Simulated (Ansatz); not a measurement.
Molecule: VO$_{2}$F, charge 0, multiplicity 1. SMILES: [O]=[V](=[O])[F]
Geometry: optimised at B3LYP-D3(BJ)/def2-TZVP (Ansatz, an electronic-structure program).

Quantity: vertical triplet-singlet gap, E(triplet) - E(singlet), in eV. Set-up: 6-31G* and kin with 6d, 5d where marked; no dispersion term unless named; open shells spin-unrestricted; frozen cores in correlated levels (noble-gas shells and the d and f shells of earlier blocks); spin-orbit terms left out; non-relativistic; each state is the SCF solution reached for its charge and spin; LANL2DZ with its own core potentials from Na on. Ab initio and DFT rows: single points at B3LYP-D3(BJ) geometries (Ansatz). A UHF reference is markedly spin-contaminated in at least one set, which strains HF and MP2. The Hartree-Fock reference of [O]=[V](=[O])[F] is unstable towards a lower, spin-broken solution. Levels can end on unlike triplets.

```tsv
level	program	vertical triplet-singlet gap, E(triplet) - E(singlet) (eV)
HF/6-31G*	Ansatz	-0.87
HF/6-31G* with LANL2DZ past Ar	Ansatz	-1.13
PBE/6-31G*	Ansatz	2.35
PBE/6-31G* with LANL2DZ past Ar	Ansatz	2.22
B3LYP/STO-3G	Ansatz	1.30
B3LYP/3-21G	Ansatz	1.88
B3LYP/6-31G*	Ansatz	1.95
B3LYP/6-31G* with LANL2DZ past Ar	Ansatz	1.81
MP2/6-31G*	Ansatz	5.99
MP2/6-31G* with LANL2DZ past Ar	Ansatz	6.34
B3LYP/def2-TZVPD	Ansatz	1.93
```

No value to compare with is used here. The 10 habitual levels span -1.13 (HF/6-31G* with LANL2DZ past Ar) to 6.34 eV (MP2/6-31G* with LANL2DZ past Ar); B3LYP/def2-TZVPD gives 1.93.

The levels are drawn from those run, B3LYP/6-31G* more often than the rest, none by its result; left out are runs that failed, that the program found above a lower state of the same kind, or whose <S^2> lies over 0.5 above the pure value. A level that turns the sign of the gap may have ended on another state.
